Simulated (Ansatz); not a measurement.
Stepwise reaction of `[F][Sn]([F])([SiH3])[SiH3]` with hydrogen fluoride, as a gas-phase model of exchange steps in deposition or etching. ΔE in kJ/mol; ΔG adds harmonic PBE0-D4 terms to CCSD(T)/CBS, at 1 bar.

Isolated molecules relaxed with PBE0-D4/def2-TZVP in Ansatz; ΔE leaves out vibrations. CCSD(T)/CBS is the MP2 limit (def2-TZVPP, def2-QZVPP) plus CCSD(T) − MP2 in def2-TZVPP, frozen cores. This one scheme is used for every species. Functionals use def2-TZVPP. B3LYP here is the variant with VWN-RPA as its local correlation; programs differ in this. Elements past krypton have def2 core potentials. For Sn outer-core shells are correlated without core-valence functions, which leaves a few kJ/mol of doubt a bond.

```tsv
step	reaction	PBE-D4	B3LYP-D4	ωB97M-V	CCSD(T)/CBS	ΔG(500 K)
2	`[F][Sn]([F])([F])[SiH3]` + H–F → `[F][Sn]([F])([F])[F]` + SiH₄	36.8	29.5	23.8	27.5	36.1
```

Question: Give the row of step 1, `[F][Sn]([F])([SiH3])[SiH3]` + H–F → `[F][Sn]([F])([F])[SiH3]` + SiH₄. (Estimate.)

Answer: Computed: 
```
step                                                               reaction  PBE-D4  B3LYP-D4  ωB97M-V  CCSD(T)/CBS  ΔG(500 K)
   1  `[F][Sn]([F])([SiH3])[SiH3]` + H–F → `[F][Sn]([F])([F])[SiH3]` + SiH₄   -20.5     -32.2    -35.5        -29.9      -26.2
```

Question: By hand: ΔE of the 2 steps together at CCSD(T)/CBS.

Answer: (-29.9) + (27.5) = -2.4 kJ/mol, or -1.2 kJ/mol a step.

In ΔE each step is higher than the one before. ΔG lies between -26.2 and 36.1 kJ/mol a step. PBE-D4 differs from CCSD(T)/CBS by 9.3 to 9.4 kJ/mol a step. Only this route is followed, and other bonds may react first. Isolated molecules leave out the surface, adducts and barriers. Largest T1 diagnostic: 0.015.
